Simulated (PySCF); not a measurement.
`N[C@H]1[C@@H]2CC[C@H](N)[C@H]12`, C$_{6}$H$_{12}$N$_{2}$

Molfile (atoms numbered from 1):
```
C6H12N2
     RDKit          3D

 20 21  0  0  0  0  0  0  0  0999 V2000
    2.5610   -0.6997   -0.2860 N   0  0  0  0  0  0  0  0  0  0  0  0
    1.2779   -0.1852    0.1061 C   0  0  1  0  0  0  0  0  0  0  0  0
    0.6481    0.8151   -0.8201 C   0  0  2  0  0  0  0  0  0  0  0  0
   -0.3800    1.7552   -0.2273 C   0  0  0  0  0  0  0  0  0  0  0  0
   -1.3385    0.8504    0.5572 C   0  0  0  0  0  0  0  0  0  0  0  0
   -1.2744   -0.5370   -0.1097 C   0  0  2  0  0  0  0  0  0  0  0  0
   -1.5764   -1.5881    0.8469 N   0  0  0  0  0  0  0  0  0  0  0  0
    0.1074   -0.5822   -0.7525 C   0  0  2  0  0  0  0  0  0  0  0  0
    3.3032   -0.0677   -0.0045 H   0  0  0  0  0  0  0  0  0  0  0  0
    2.7379   -1.6035    0.1400 H   0  0  0  0  0  0  0  0  0  0  0  0
    1.1049   -0.0583    1.1774 H   0  0  0  0  0  0  0  0  0  0  0  0
    1.2275    1.1509   -1.6669 H   0  0  0  0  0  0  0  0  0  0  0  0
   -0.9087    2.2626   -1.0363 H   0  0  0  0  0  0  0  0  0  0  0  0
    0.0711    2.5166    0.4114 H   0  0  0  0  0  0  0  0  0  0  0  0
   -2.3548    1.2378    0.5668 H   0  0  0  0  0  0  0  0  0  0  0  0
   -1.0168    0.7559    1.5947 H   0  0  0  0  0  0  0  0  0  0  0  0
   -2.0299   -0.6050   -0.9014 H   0  0  0  0  0  0  0  0  0  0  0  0
   -0.8584   -1.6237    1.5639 H   0  0  0  0  0  0  0  0  0  0  0  0
   -1.5912   -2.4898    0.3829 H   0  0  0  0  0  0  0  0  0  0  0  0
    0.2849   -1.2936   -1.5457 H   0  0  0  0  0  0  0  0  0  0  0  0
  1  2  1  0
  2  3  1  0
  3  4  1  0
  4  5  1  0
  5  6  1  0
  6  7  1  0
  6  8  1  0
  8  2  1  0
  8  3  1  0
  1  9  1  0
  1 10  1  0
  2 11  1  1
  3 12  1  6
  4 13  1  0
  4 14  1  0
  5 15  1  0
  5 16  1  0
  6 17  1  6
  7 18  1  0
  7 19  1  0
  8 20  1  6
M  END
```

The calculation used TDDFT B3LYP/def2-SVPD circular dichroism and optical rotation, one conformer, gas phase (PySCF). Geometry: GFN2-xTB.

The molecule is flexible and this is one conformer; a measurement averages over conformers. States above about 6.4 eV (minus the energy of the highest occupied orbital) lie near or above the ionisation threshold and depend on the basis.

Draw the ECD and absorption spectra from the lowest 8 states, each a Gaussian of half-width 0.2 eV at 1/e height.


```tsv
E (eV)	λ (nm)	Δε (L mol⁻¹ cm⁻¹)	ε (L mol⁻¹ cm⁻¹)
5.39	230	+0.02	1.61
5.54	224	+0.46	39.9
5.69	218	+3.79	342
5.84	212	+11.74	1180
5.99	207	+16.42	2210
6.14	202	+9.28	2600
6.29	197	-2.56	1910
6.44	193	-9.41	1190
6.59	188	-21.25	1540
6.74	184	-26.41	2130
```
Δε uses R in velocity form, ε uses f in length form. Only the states computed contribute, so the short-wavelength end is incomplete.
